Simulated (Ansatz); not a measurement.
Cost and result for the atomization energy of C$_{6}$H$_{6}$O$_{2}$, SMILES `C#CCOC(=O)C=C` (14 atoms, 13 bonds).

```xyz
14

C     2.872   -0.744   -1.544
C     2.117   -1.005   -0.650
C     1.211   -1.336    0.436
O    -0.139   -0.978    0.136
C    -0.486    0.290    0.438
O     0.255    1.080    0.955
C    -1.889    0.541    0.051
C    -2.441    1.728    0.263
H     3.540   -0.503   -2.336
H     1.194   -2.415    0.599
H     1.528   -0.835    1.353
H    -2.428   -0.279   -0.408
H    -1.865    2.523    0.723
H    -3.468    1.933   -0.015
```

Total charge 0; spin multiplicity 1. Geometry: relaxed with PBE0-D4/def2-TZVP. It is one conformer, not always the lowest. Program: Ansatz. All runs use 2 threads of an AMD EPYC 7R13 on a shared host and a share of an NVIDIA H100 80 GB. Times are those of one run each, without the atoms' runs, and a repeat can differ threefold. Electronic energies, without spin–orbit coupling; frozen cores. CCSD(T)/CBS adds CCSD(T) − MP2 in def2-TZVPP to the MP2 limit, and its time is that of the two runs behind it. T1 = 0.015; the RHF reference is unstable towards UHF. B3LYP takes the VWN-RPA correlation (the form of Gaussian; ORCA's B3LYP/G).

CCSD(T)/CBS is a level of theory with its own doubt, some kJ/mol a heavy atom from the limit and from the frozen cores, so smaller differences don't rank the functionals.

```
                             level  functions  wall time
                PBE0-D4/def2-TZVPP        332      2.4 s
   PBE-D4/def2-TZVPP (with forces)        332      2.7 s
 B3LYP-D4/def2-TZVPP (with forces)        332      2.9 s
                 B2PLYP/def2-TZVPP        332      3.7 s
r2SCAN-D4/def2-TZVPP (with forces)        332      3.8 s
  ωB97M-V/def2-TZVPP (with forces)        332      6.5 s
                    MP2/def2-QZVPP        636      6.5 s
                ωB97X-V/def2-TZVPP        332      7.5 s
                CCSD(T)/def2-TZVPP        332      8.6 s
                 CCSD(T)/CBS(def2)          –       15 s
```

What atomization energy does each give, and how far from CCSD(T)/CBS? (Estimate.)

Ansatz gave: 
| level | atomization (kJ/mol) | difference from CCSD(T)/CBS | per bond |
| --- | --- | --- | --- |
| PBE0-D4/def2-TZVPP | 6419.8 | 80.4 | 6.2 |
| PBE-D4/def2-TZVPP (with forces) | 6609.4 | 270.0 | 20.8 |
| B3LYP-D4/def2-TZVPP (with forces) | 6355.7 | 16.3 | 1.3 |
| B2PLYP/def2-TZVPP | 6307.0 | -32.4 | -2.5 |
| r2SCAN-D4/def2-TZVPP (with forces) | 6389.1 | 49.7 | 3.8 |
| ωB97M-V/def2-TZVPP (with forces) | 6372.1 | 32.7 | 2.5 |
| MP2/def2-QZVPP | 6467.7 | 128.3 | 9.9 |
| ωB97X-V/def2-TZVPP | 6349.2 | 9.8 | 0.8 |
| CCSD(T)/def2-TZVPP | 6175.3 | -164.1 | -12.6 |
| CCSD(T)/CBS(def2) | 6339.4 | 0.0 | 0.0 |

From PBE to PBE0 (25 % exact exchange), in def2-TZVPP and without D4, the atomization energy moves by −185.1 kJ/mol: exact exchange takes away binding that semilocal exchange gives to molecules. In def2-TZVPP, CCSD(T) changes the Hartree–Fock value by +1676.5 kJ/mol (the triples alone add +132.0 kJ/mol) and MP2 by +1872.5 kJ/mol; breaking electron pairs costs correlation energy, which Hartree–Fock lacks. The D4 term adds +46.6 kJ/mol with B3LYP and +24.8 kJ/mol with PBE0; it sums over pairs of atoms, weighted by their polarisabilities, and B3LYP, whose exchange is more repulsive, gets the larger term.
